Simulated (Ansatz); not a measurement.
Ideal-gas functions of CH₄BFO, SMILES `OCBF` at 600 K and 1 bar, from an Ansatz frequency run at PBE0-D4/def2-TZVP.

Molar mass 61.85 g/mol, point group Cs (symmetry number 1), electronic degeneracy 1, moments of inertia 28.326, 94.737, 119.983 u Å². Harmonic wavenumbers (cm⁻¹, unscaled): 151, 196, 309, 584, 612, 813, 979, 1111, 1130, 1208, 1237, 1362, 1421, 1481, 2601, 2953, 2973, 3873.

Use S(trans) = R[1.5 ln M + 2.5 ln T − 1.1517]; rotational temperatures θ = 24.2544 K / I; S(rot) = R[ln(√π/σ · √(T³/θAθBθC)) + 1.5]; for each mode x = 1.438777 ν̃/T, S = R[x/(eˣ − 1) − ln(1 − e⁻ˣ)] and H = RT x/(eˣ − 1); 1 cm⁻¹ = 0.0119627 kJ/mol; R = 8.31446 J/(mol·K).

Question: By hand: the entropy, in J/(mol·K).

Answer: Translation 174.8. Rotation: θ = 0.8563, 0.256, 0.2021 K, giving 110.0. Vibration, mode by mode: 16.81, 14.67, 10.99, 6.16, 5.83, 3.97, 2.90, 2.26, 2.18, 1.88, 1.78, 1.40, 1.25, 1.11, 0.12, 0.06, 0.05, 0.01, in all 73.4. Electronic 0.0. Sum 358.2 J/(mol·K).

Question: By hand: H − E and G − E in kJ/mol, counted from the electronic energy.

Answer: Zero-point energy ½ × 24994 × 0.0119627 = 149.5; thermal vibration 24.2; translation, rotation and pV give 4 RT = 20.0. H − E = 193.7 kJ/mol, and G − E = 193.7 − 600 × 358.2/1000 = -21.2 kJ/mol.

Vibration gives 20 % of the entropy. The sum counts one conformer and one mirror image; others add a mixing term.
